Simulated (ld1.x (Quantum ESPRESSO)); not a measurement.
## What one change does to a pseudopotential (chromium (Cr), PAW)

ld1.x (Quantum ESPRESSO) 7.5 input, shortened:

```
&input
   title='Cr', zed=24., rel=1, dft='PBESOL', iswitch=3,
   config='[Ar] 3d5 4s0.5 4p0.5'
 /
 &inputp
   pseudotype=3, lpaw=.true., tm=.true., lloc=-1, rcloc=2.45,
   nlcc=.false.,
   which_augfun='BESSEL', rmatch_augfun=1.45
 /
6
4S  1  0   0.50   0.00  1.95  2.70  0.0
4S  1  0   0.00   3.75  1.95  2.70  0.0
4P  2  1   0.50   0.00  2.35  3.30  0.0
4P  2  1   0.00   1.50  2.35  3.30  0.0
3D  3  2   5.00   0.00  1.75  2.40  0.0
3D  3  2   0.00   2.10  1.75  2.40  0.0
 &test
   configts(1)='3d5 4s0.5 4p0.5'
 /
```

Change: waves 4p (bound): rcut 2.35, rcutus 3.00 bohr; 4p channel at 1.5 Ry: rcut 2.35, rcutus 3.00 bohr.

Cutoffs: the cutoffs (Ry, on a coarse ladder) from which the occupation-weighted sum of valence levels, in a spherical-Bessel basis at the reference potential, stays within 10 and 1 mRy of its value at 400 Ry; they do not see the model core or the augmentation charge, which bear on the density cutoff. Errors are all-electron minus pseudo energies relative to the spin-unpolarised reference configuration.

Task: What does the change do?

Result: The potential gets neither clearly harder nor softer (18 Ry and 30 Ry → 18 Ry and 30 Ry); the errors of the 7 common tests hardly move; neither file shows a bound ghost.

| quantity | base | changed |
| --- | --- | --- |
| cutoff, loose | 18 Ry | 18 Ry |
| cutoff, tight | 30 Ry | 30 Ry |
| bound ghosts | none | none |
| error for 3d5 4s1 4p0, meV [ΔE -1.55 eV] | -0.7 | -0.7 |
| error for 3d5 4s0 4p0, meV [ΔE 5.32 eV] | -5.6 | -5.2 |
| error for 3d4 4s0 4p0, meV [ΔE 21.34 eV] | -96 | -95 |
| error for 3d4 4s2 4p0, meV [ΔE -1.64 eV] | -83 | -84 |
| error for 3d2 4s0 4p0, meV [ΔE 100.36 eV] | -3555 | -3554 |
| error for 3d3 4s0 4p0, meV [ΔE 52.04 eV] | -942 | -942 |
| error for 3d4 4s1 4p1, meV [ΔE 1.99 eV] | -82 | -84 |
| lowest overlap eigenvalue by channel | s 0.72, p 0.62, d 0.91 | s 0.72, p 0.61, d 0.91 |
